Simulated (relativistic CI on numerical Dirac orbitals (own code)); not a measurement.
**One change at a time: Eu XXXIV**

Base calculation: Dirac-Coulomb-Breit CI, KLI orbitals optimised for each configuration, model QED, unscaled Slater integrals.

CI space (outside the closed core [Ar]): 3d10 4s2, 3d10 4s 4p, 3d10 4p2, 3d10 4s 4d, 3d10 4d2, 3d10 4s 4f, 3d10 4p 4d, 3d10 4f2, 3d10 4p 4f, 3d10 4d 4f, 3d10 4s 5s, 3d10 4s 5p, 3d10 4s 5d, 3d10 4s 5f, 3d10 4s 5g, 3d10 4s 6s, 3d10 4s 6p, 3d10 4s 6d, 3d10 4s 6f, 3d10 4s 7s, 3d9 4s2 4p, 3d9 4s2 4d, 3d9 4s2 4f, 3d9 4s2 5s, 3d9 4s2 5p, 3d9 4s2 5d. Double excitations out of closed p, d and f shells are left out; levels of such configurations are missing from the list, as are those of other unlisted configurations, and high levels can miss mixing partners. These lack a partner that the ground configuration has and come out too high: 3d9 4s2 4p, 3d9 4s2 4d, 3d9 4s2 4f, 3d9 4s2 5s, 3d9 4s2 5p.

Variants: (1) one mean potential for all configurations. Shifts of the energy above 3d10 4s2 1S_0, in cm⁻¹, for the lowest level and the first level of each name with at least 55 % of one term (blank where a level changes its place among those of its configuration and J or its character, or is not in the variant):

```
           Level     Base  Δ(1)
   3d10 4s2 1S_0        0     0
3d10 4s 4p 3P°_0   507450  +196
3d10 4s 4p 3P°_1   546641  +210
3d10 4s 4p 3P°_2   846995  +190
3d10 4s 4p 1P°_1   964789  +261
   3d10 4p2 3P_0  1174780  +412
   3d10 4p2 3P_1  1475812  +395
   3d10 4p2 1D_2  1482936  +386
   3d10 4p2 3P_2  1793078  +326
 3d10 4s 4d 3D_1  1824299  +169
 3d10 4s 4d 3D_2  1849349  +189
 3d10 4s 4d 3D_3  1894041  +162
   3d10 4p2 1S_0  1896848  +394
 3d10 4s 4d 1D_2  1997437  +224
```

At this charge energies of transitions that change n are usually good to better than 1 %, and those within a shell (Δn = 0) to a few per cent.

Ionisation energy from the two ground configurations alone: base 1405.62 eV. The NIST ASD value (theoretical) is 1406 eV.

LS names give the leading component of a level, which can be under half, so a name can repeat, a term be missing and a line seem to break the LS rules.
